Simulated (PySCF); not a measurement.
**State search for HI**

Unrestricted PBE0; basis H def2-TZVP, I def2-TZVP with ECP28; scalar-relativistic core potentials; PySCF 2.14. Outer shells of the fragments: H 1s1; I 4d10 5s2 5p5.

Followed along the bond (rough minima from three points):

```json
{"2Ms+1": "1", "unpaired": "none", "⟨S²⟩ at the start": "0.00", "R at minimum (Å)": "1.61", "Te (eV)": "0.00"}
{"2Ms+1": "3", "unpaired": "σ ↑, π ↑", "⟨S²⟩ at the start": "2.01", "R at minimum (Å)": "none in the scan", "Te (eV)": "≤ 4.33"}
```

Solutions found at the starting distance of 1.630 Å, counted from the lowest of them; the search is not exhaustive and high or unbound solutions are not listed, so other states can lie among these:

```csv
2Ms+1,unpaired,term,E (eV),⟨S²⟩,⟨Lz²⟩,μ (D)
1,none,¹Σ⁺,0.00,0.00,0.00,-0.51
3,"σ ↑, π ↑",³Π,4.89,2.01,1.01,0.59
1,"σ ↑, π ↓",mixed,5.12,1.01,1.01,0.58
3,σ ↑↑,³Σ⁺,7.24,2.00,0.00,-0.26
```

A term symbol is given only where ⟨S²⟩ and ⟨Lz²⟩ are close to those of a pure state; real π, δ and φ orbitals otherwise mix terms. A positive dipole means H(−)I(+).

The measured ground state is X ¹Σ+ (Huber and Herzberg, Constants of Diatomic Molecules (1979)).

Spin–orbit coupling is left out. Counting both spins, an empty level lies below a filled one in some of these solutions, because spin and occupation are held.
